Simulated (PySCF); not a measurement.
Bond energies at r²SCAN/def2-SVP beside a composite method

PySCF, lowest determinants of a PBE0 search. The composite is CCSD(T) extrapolated to the basis-set limit from two correlation-consistent sets, with core-valence (CV) and scalar-relativistic (SR) terms as its label shows; it has no spin–orbit coupling and nothing beyond (T).

```
species  state (unpaired electrons)  De r²SCAN (eV)  De composite (eV)              composite  dissociates to
    NaH      singlet (closed shell)            1.87               1.96     CCSD(T)/CBS(TQ)+SR          Na + H
    CaO      singlet (closed shell)            4.75               4.09     CCSD(T)/CBS(DT)+CV          Ca + O
    PbO      singlet (closed shell)            4.67               5.14     CCSD(T)/CBS(DT)+CV          Pb + O
    GaS               doublet (σ ↑)            3.90               3.61        CCSD(T)/CBS(DT)          Ga + S
    SrS      singlet (closed shell)            3.96               3.39     CCSD(T)/CBS(DT)+CV          Sr + S
   SrCa      singlet (closed shell)            0.23               0.11        CCSD(T)/CBS(DT)         Sr + Ca
    TlF      singlet (closed shell)            5.05               5.24     CCSD(T)/CBS(DT)+CV          Tl + F
    SH⁺              triplet (π ↑↑)            3.78               3.73  CCSD(T)/CBS(TQ)+CV+SR          H + S⁺
```

Problem. Does r²SCAN bind more or less than the composite, by how much on average, and where is the difference largest?

Solution. r²SCAN/def2-SVP binds more on average, method and basis taken together: the mean signed difference is +0.12 eV and the mean absolute one 0.30 eV; it is largest for CaO (+0.66 eV).

The molecules are drawn from runs that passed checks on state, spin purity and fit, so the hardest cases are missing and the errors look smaller than over all diatomics.

Correlated steps freeze the inner cores (1 to 19 orbitals); shallow outer-core shells are correlated. Closed-shell solutions of metal pairs were not tested for spin polarisation, which can lower them a little. Weak bonds: SrCa. Basis-set superposition, not corrected here, can be much of De in a small basis, most of all at correlated wavefunction levels. Functionals without a dispersion term scatter widely for such bonds, and LDA overbinds them. Spin–orbit coupling is left out, which matters for elements this heavy, above all for dissociation energies. For an ion De counts to the pair picked by the measured ionisation energies or electron affinities, which need not be the lowest pair at this level. Where the molecule has an RHF reference, its open-shell atoms are computed with UHF. The CCSD T1 diagnostic is raised in CaO, PbO, SrS, a sign that a single reference may not be enough there. States were picked by a PBE0 search and need not be the measured ground states.
